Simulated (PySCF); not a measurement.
# Cs: ionisation energy

Cs [Xe] 6s1 (2S) → Cs⁺ [Xe] (1S), as a difference of total energies. All numbers are calculated (PySCF 2.14, a scalar-relativistic core potential, in def2-TZVPPD with the def2 core potential (46 electrons) (5s4p3d1f, 39 functions)). Correlated levels: valence and next inner shell: nothing frozen outside the core potential. The calculations carry no spin-orbit coupling.

| method | ionisation energy (eV) | error (eV) |
| --- | --- | --- |
| UHF | 3.491 | -0.403 |
| LDA | 4.107 | +0.213 |
| PBE | 3.978 | +0.084 |
| PBE0 | 3.900 | +0.006 |
| r2SCAN | 3.786 | -0.108 |
| B3LYP | 4.008 | +0.114 |
| CAM-B3LYP | 3.919 | +0.025 |
| M06-L | 3.295 | -0.599 |
| wB97M-V | 3.734 | -0.160 |
| MP2 (valence and next inner shell) | 3.802 | -0.092 |
| SCS-MP2 (valence and next inner shell) | 3.736 | -0.158 |

Reference: 3.894 eV (measured; NIST Atomic Spectra Database, ionization energies).

Errors of the correlated levels include the incompleteness of this basis.
